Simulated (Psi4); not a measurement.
Pair of molecules: N2 (SMILES N#N) (first 2 atoms) with GeH4 (SMILES [GeH4]); geometry from B3LYP-D3(BJ)/def2-TZVP, rigid monomers moved along the line of their centres of mass till N1···Ge3 is 6.48 Å.
(charge 0, multiplicity 1):
```xyz
7

N     -0.4404     0.5123     0.1420
N     -0.1151     1.1897    -0.6487
Ge     0.3859    -1.1895     6.3424
H      1.6102    -0.5814     5.6424
H      0.7194    -1.4424     7.8210
H      0.0149    -2.5166     5.6663
H     -0.7955    -0.2135     6.2451
```

Computed with Psi4 with SAPT0/aug-cc-pVDZ.

Give the four SAPT terms and the total, and say what mostly holds the pair together.

electrostatics -0.01, exchange 0.00, induction 0.00, dispersion -0.03, total -0.04 kcal/mol; the largest attraction is dispersion.
